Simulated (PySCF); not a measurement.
## Structure from 2D NMR

Compound of formula C₆H₁₀N₂Si. Correlations simulated from computed shifts and the bond graph:

HSQC (one-bond C–H):
```tsv
δH	δC
9.40	153.4
7.57	139.3
3.22	36.6
1.40	18.7
```

COSY cross peaks (H two or three bonds apart, from the bond graph; peaks can be absent where the dihedral angle is near 90°):
```tsv
δH	δH
9.40	7.57
3.22	1.40
```

HMBC (two and three bonds, from the bond graph):
```tsv
δH	δC
9.40	139.3, 131.1
7.57	173.3, 153.4, 131.1
4.56	173.3, 139.3, 131.1
3.22	173.3, 131.1, 18.7
1.40	173.3, 36.6
```

Carbons without hydrogens: δ 173.3, 131.1.

Computational details: geometry from GFN2-xTB, NMR shieldings at PBE0/pcSseg-1/GIAO, in PySCF (non-relativistic, equivalent nuclei averaged, in vacuum, one conformer).

Scale: ¹H (σ = 31.72 ppm) and ¹³C (σ = 186.93 ppm) against TMS (reference shieldings calculated alike).

Exchangeable hydrogens are left out of these lists.

Q: Which molecule is this?

A: SMILES CCc1nnccc1[SiH3].

Structure with atom numbers: `[CH3:1][CH2:2][c:3]1[n:4][n:5][cH:6][cH:7][c:8]1[SiH3:9]`. Each H is labelled by its parent atom.

δC 173.3 is C3, a substituted aromatic carbon next to a ring nitrogen. δC 153.4 is C6, an aromatic CH next to a ring nitrogen (δH 9.40). δC 139.3 is C7, an aromatic CH (δH 7.57). δC 131.1 is C8, a substituted aromatic carbon. δC 36.6 is C2, an sp3 CH2 on an aromatic ring (δH 3.22). δC 18.7 is C1, a methyl carbon (δH 1.40). HMBC from δH 9.40 reaches the proton-free carbon C8. HMBC from δH 7.57 reaches the proton-free carbons C3, C8. HMBC from δH 4.56 reaches the proton-free carbons C3, C8. HMBC from δH 3.22 reaches the proton-free carbons C3, C8. COSY links 9.40–7.57, 3.22–1.40.

This is the structure that produced the data.

Shifts are as computed. Against solution values, carbons near 30 ppm lie about +3 ppm off and those near 130 ppm about +5 ppm. Of 1211 compounds with measured shifts, 218 miss one by over three times the rms of a fit or turn the order of signals round; such compounds aren't used in these exercises.
